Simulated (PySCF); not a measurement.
C₇H₁₃O (SMILES CC[CH]CCC(C)=O), doublet, at a GFN2-xTB geometry; DF-SVWN5/6-31G in PySCF.

Here is a job for PySCF.
```python
from pyscf import gto, scf, dft

mol = gto.M(
    atom='''
C     3.769961   -0.037798   -0.257341
C     2.695692    0.754186    0.515954
C     1.496995   -0.065047    0.792347
C     0.356526   -0.147015   -0.140765
C    -0.993272    0.037091    0.575782
C    -2.167713   -0.228158   -0.340115
C    -3.465233    0.390819    0.120887
O    -2.079270   -0.877772   -1.350242
H     4.641592    0.586949   -0.437933
H     3.372796   -0.371515   -1.212511
H     4.077186   -0.910528    0.313446
H     3.141187    1.097967    1.454141
H     2.423093    1.629608   -0.079321
H     1.517618   -0.743153    1.629915
H     0.315502   -1.128461   -0.635074
H     0.452242    0.606528   -0.925193
H    -1.070693    1.038311    1.002647
H    -1.061267   -0.677885    1.400970
H    -4.300352   -0.026956   -0.434986
H    -3.424356    1.463525   -0.061471
H    -3.608122    0.233314    1.186806
''',
    basis='6-31g',
    charge=0,
    spin=1,
    verbose=4,
)

mf = dft.UKS(mol)
mf.xc = 'lda,vwn'
mf.diis = False
mf.max_cycle = 100
mf = mf.density_fit(auxbasis='def2-universal-jkfit')
mf.kernel()
```

What the program printed (banner, timings and long lists left out):

```
PySCF version 2.14.0

[INPUT] verbose = 4
[INPUT] num. atoms = 21
[INPUT] num. electrons = 63
[INPUT] charge = 0
[INPUT] spin (= nelec alpha-beta = 2S) = 1
[INPUT] symmetry False subgroup None
[INPUT] Mole.unit = angstrom
[INPUT] Symbol           X                Y                Z      unit          X                Y                Z       unit  Magmom
[...]
nuclear repulsion = 359.529775857867
number of shells = 66
number of NR pGTOs = 228
number of NR cGTOs = 98
basis = 6-31g
ecp = {}

******** <class 'pyscf.df.df_jk.DFUKS'> ********
method = DFUKS
initial guess = minao
damping factor = 0
level_shift factor = 0
DIIS disabled
SCF conv_tol = 1e-09
SCF conv_tol_grad = None
SCF max_cycles = 100
direct_scf = False
number electrons alpha = 32  beta = 31
XC library pyscf.dft.libxc version 7.1.2
    S. Lehtola, C. Steigemann, M. J. T. Oliveira, and M. A. L. Marques,  SoftwareX 7, 1–5 (2018)
XC functionals = lda,vwn
    P. A. M. Dirac,  Math. Proc. Cambridge Philos. Soc. 26, 376 (1930)
    F. Bloch,  Z. Phys. 57, 545 (1929)
    S. H. Vosko, L. Wilk, and M. Nusair,  Can. J. Phys. 58, 1200 (1980)
radial grids:
    Treutler-Ahlrichs [JCP 102, 346 (1995); DOI:10.1063/1.469408] (M4) radial grids

becke partition: Becke, JCP 88, 2547 (1988); DOI:10.1063/1.454033
pruning grids: <function nwchem_prune>
grids dens level: 3
symmetrized grids: False
atomic radii adjust function: <function treutler_atomic_radii_adjust>
small_rho_cutoff = 0
Set gradient conv threshold to 3.16228e-05
tot grids = 240416
init E= -347.017069010093

cycle= 1 E= -346.261419037699  delta_E= 0.756  |g|= 0.713  |ddm|= 2.98
cycle= 2 E= -345.099870934484  delta_E= 1.16  |g|=  1.7  |ddm|= 3.73
cycle= 3 E= -343.612508025316  delta_E= 1.49  |g|= 2.42  |ddm|= 4.68
cycle= 4 E= -334.270297271089  delta_E= 9.34  |g|= 2.93  |ddm|= 14.8
cycle= 5 E= -309.87029637285  delta_E= 24.4  |g|= 4.68  |ddm|= 23.5
cycle= 6 E= -269.630565702944  delta_E= 40.2  |g|= 6.68  |ddm|= 53.6

cycle= 7 E= -245.304346751634  delta_E= 24.3  |g|= 5.35  |ddm|= 58.6

cycle= 8 E= -222.754532959311  delta_E= 22.5  |g|= 5.69  |ddm|= 47.5

cycle= 9 E= -109.056647797241  delta_E=  114  |g|= 4.81  |ddm|=  112

cycle= 10 E= -86.7298329702551  delta_E= 22.3  |g|= 6.26  |ddm|=  122

cycle= 11 E= -30.8491435007236  delta_E= 55.9  |g|= 5.12  |ddm|=  149

cycle= 12 E= -56.7763776446076  delta_E= -25.9  |g|= 5.24  |ddm|=  158

cycle= 13 E= -40.7422844001742  delta_E=   16  |g|= 5.16  |ddm|=  119

[...]

cycle= 68 E= -55.0007548588398  delta_E= -14.2  |g|= 5.52  |ddm|=  117

cycle= 69 E= -40.8391727250121  delta_E= 14.2  |g|= 5.15  |ddm|=  117

cycle= 70 E= -55.0007548588334  delta_E= -14.2  |g|= 5.52  |ddm|=  117

cycle= 71 E= -40.8391727250119  delta_E= 14.2  |g|= 5.15  |ddm|=  117

cycle= 72 E= -55.0007548588358  delta_E= -14.2  |g|= 5.52  |ddm|=  117

cycle= 73 E= -40.8391727250103  delta_E= 14.2  |g|= 5.15  |ddm|=  117

cycle= 74 E= -55.0007548588412  delta_E= -14.2  |g|= 5.52  |ddm|=  117

cycle= 75 E= -40.8391727250088  delta_E= 14.2  |g|= 5.15  |ddm|=  117

cycle= 76 E= -55.000754858845  delta_E= -14.2  |g|= 5.52  |ddm|=  117

cycle= 77 E= -40.8391727250046  delta_E= 14.2  |g|= 5.15  |ddm|=  117

cycle= 78 E= -55.0007548588382  delta_E= -14.2  |g|= 5.52  |ddm|=  117

cycle= 79 E= -40.8391727250076  delta_E= 14.2  |g|= 5.15  |ddm|=  117

cycle= 80 E= -55.0007548588405  delta_E= -14.2  |g|= 5.52  |ddm|=  117

cycle= 81 E= -40.8391727250088  delta_E= 14.2  |g|= 5.15  |ddm|=  117

cycle= 82 E= -55.0007548588401  delta_E= -14.2  |g|= 5.52  |ddm|=  117

cycle= 83 E= -40.839172725008  delta_E= 14.2  |g|= 5.15  |ddm|=  117

cycle= 84 E= -55.0007548588417  delta_E= -14.2  |g|= 5.52  |ddm|=  117

cycle= 85 E= -40.8391727250077  delta_E= 14.2  |g|= 5.15  |ddm|=  117

cycle= 86 E= -55.0007548588435  delta_E= -14.2  |g|= 5.52  |ddm|=  117

cycle= 87 E= -40.8391727250101  delta_E= 14.2  |g|= 5.15  |ddm|=  117

cycle= 88 E= -55.0007548588347  delta_E= -14.2  |g|= 5.52  |ddm|=  117

cycle= 89 E= -40.839172725007  delta_E= 14.2  |g|= 5.15  |ddm|=  117

cycle= 90 E= -55.0007548588387  delta_E= -14.2  |g|= 5.52  |ddm|=  117

cycle= 91 E= -40.8391727250055  delta_E= 14.2  |g|= 5.15  |ddm|=  117

cycle= 92 E= -55.0007548588368  delta_E= -14.2  |g|= 5.52  |ddm|=  117

cycle= 93 E= -40.8391727250135  delta_E= 14.2  |g|= 5.15  |ddm|=  117

cycle= 94 E= -55.0007548588371  delta_E= -14.2  |g|= 5.52  |ddm|=  117

cycle= 95 E= -40.8391727250126  delta_E= 14.2  |g|= 5.15  |ddm|=  117

cycle= 96 E= -55.0007548588398  delta_E= -14.2  |g|= 5.52  |ddm|=  117

cycle= 97 E= -40.8391727250074  delta_E= 14.2  |g|= 5.15  |ddm|=  117

cycle= 98 E= -55.0007548588401  delta_E= -14.2  |g|= 5.52  |ddm|=  117

cycle= 99 E= -40.8391727250083  delta_E= 14.2  |g|= 5.15  |ddm|=  117

cycle= 100 E= -55.0007548588447  delta_E= -14.2  |g|= 5.52  |ddm|=  117
SCF not converged.
SCF energy = -55.0007548588447 after 100 cycles  <S^2> = 0.75000007  2S+1 = 2.0000001
```

The run did not converge; its last values are not results.
